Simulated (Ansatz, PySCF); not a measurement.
Gas-phase reaction R1 → P1 + P2, each structure at its B3LYP-D3(BJ)/def2-TZVP stationary point, reached from a drawn start (curvature not checked).
P1: F atom, charge 0, multiplicity 2.
P2, F2S (SMILES FSF) (charge 0, multiplicity 1):
| atom | x (Å) | y (Å) | z (Å) |
|---|---|---|---|
| S | 0.0000 | 0.0000 | -0.6967 |
| F | 1.2184 | 0.0000 | 0.3484 |
| F | -1.2184 | 0.0000 | 0.3484 |
R1, F3S (SMILES F[S](F)F) (charge 0, multiplicity 2):
```xyz
4

S     -0.4272     0.0000     0.0000
F      1.1528     0.0000     0.0000
F     -0.3628     1.6774     0.0000
F     -0.3628    -1.6774     0.0000
```

P less R. No zero-point or thermal terms; singlets are restricted closed shells; open shells are unrestricted; no spin–orbit coupling.

Correlated levels freeze the cores.

Programs: Ansatz (Gaussian orbitals); PySCF for M06-2X. Each number belongs to the level named beside it.

| level | reaction energy (eV) |
|---|---|
| revPBE/def2-TZVPP | 2.868 |
| r2SCAN/def2-TZVPP | 2.923 |
| M06-2X/def2-TZVPP | 2.355 |
| wB97M-V/def2-TZVPP | 2.498 |
| B2PLYP/def2-TZVPP | 2.521 |
| MP2/cc-pV(T+d)Z | 2.544 |
| SCS-MP2/cc-pV(D+d)Z | 1.744 |
| CCSD/cc-pV(T+d)Z | … |
| CCSD/cc-pV(Q+d)Z | … |

Q: Fill in the missing entries.

A: 
- CCSD/cc-pV(T+d)Z, reaction energy (eV): 2.016
- CCSD/cc-pV(Q+d)Z, reaction energy (eV): 2.131

Ansatz is a program for electronic structure.
